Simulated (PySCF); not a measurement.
**Silicon: a sound run and one with changed settings**

Sound run: Si⁺ [Ne] 3s2 3p1, Si²⁺ [Ne] 3s2. Calculation: PySCF 2.14, in cc-pV(T+d)Z (5s4p3d1f, 39 functions); no relativity, point nucleus. In the sound run the correlated levels freeze [Ne]. The sound run starts from symmetry-adapted Hartree-Fock orbitals and uses a fine grid where one is needed.

Changed run: a valence shell is frozen. This setting is unsound on purpose.

Ionisation energy of Si⁺:

| method | sound run (eV) | changed run (eV) |
| --- | --- | --- |
| UHF | 15.823 | 15.823 |
| MP2 | 16.086 | 15.823 |
| SCS-MP2 | 16.075 | 15.823 |
| CCSD | 16.203 | 15.823 |
| CCSD(T) | 16.233 | 15.823 |
| CCSDT | n/a | 15.823 |
| FCI | n/a | 15.823 |

Freezing a valence shell removes pair correlation that changes on ionisation.

For comparison, NIST gives 16.346 eV between the lowest levels.
